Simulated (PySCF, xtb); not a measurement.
Sb(F)2(OMe) (CH3F2OSb), SMILES [F][Sb]([F])[O]C. The values are those of a single conformer.

Harmonic wavenumbers (cm⁻¹) from GFN2-xTB run with xtb 6.7.1 at its own minimum, in rising order: 14, 116, 130, 139, 198, 264, 383, 395, 441, 1037, 1127, 1131, 1404, 1467, 1470, 2942, 2977, 3000.

Problem. What does PBE-D3(BJ)/def2-SVP (PySCF) give at its own minimum? (An estimate is asked for; the answer gives what the named calculation found.)

Solution. 39, 74, 141, 196, 207, 296, 546, 598, 607, 1044, 1122, 1133, 1400, 1406, 1430, 2939, 3023, 3050. Paired by order, the mean absolute difference is 52 cm⁻¹ and the zero-point energies are 26.6 and 27.5 kcal/mol.
